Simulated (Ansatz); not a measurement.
Basis-set series for `[F][Ge]([Cl])[I]` radical. Total charge 0; spin multiplicity 2. I takes the def2 core potential. The geometry is a stationary point of PBE0-D4/def2-TZVP.

```xyz
4

F     0.872    1.035    1.069
Ge    0.024    0.472   -0.337
Cl    1.298   -1.050   -1.162
I    -2.194   -0.458    0.430
```

```tsv
functional	basis	functions	energy (Eh)	HOMO (eV)	LUMO (eV)
PBE0-D4	def2-SVP	90	-2933.86237	-7.39	-4.56
PBE0-D4	def2-TZVPP	171	-2934.42227	-7.44	-4.58
ωB97M-V	def2-SVP	90	-2934.17513	-9.28	-2.73
ωB97M-V	def2-TZVPP	171	-2934.73490	-9.35	-2.80
```

(1) Give the rows for def2-QZVPP. (Best estimate.)

Results:

(1) Computed: 
```json
{"functional": "PBE0-D4", "basis": "def2-QZVPP", "functions": "298", "energy (Eh)": "-2934.48774", "HOMO (eV)": "-7.47", "LUMO (eV)": "-4.61"}
{"functional": "ωB97M-V", "basis": "def2-QZVPP", "functions": "298", "energy (Eh)": "-2934.79810", "HOMO (eV)": "-9.39", "LUMO (eV)": "-2.86"}
```

HOMO and LUMO are taken over both spins. Scalar relativity is left out up to krypton.
